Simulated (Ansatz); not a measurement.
A geometry relaxed with Ansatz (a quantum-chemistry and plane-wave program) with PBE-D3(BJ)/def2-TZVP, charge 0, multiplicity 1:

```xyz
10

H      1.5015    -1.2227    -1.3481
H      0.8298    -0.0485     2.1807
C     -0.9390     0.7120     0.1463
H     -2.3079     1.2660    -1.3929
H      2.5079    -1.5931     0.1535
H     -0.9063     0.1684    -1.9177
C      1.6355    -1.0961    -0.2730
C     -1.4062     0.7150    -1.1136
H     -1.4904     1.2813     0.9044
Si     0.5750    -0.1822     0.7194
```

Q: Write the SMILES of this molecule.

A: `C=C[SiH]=C`
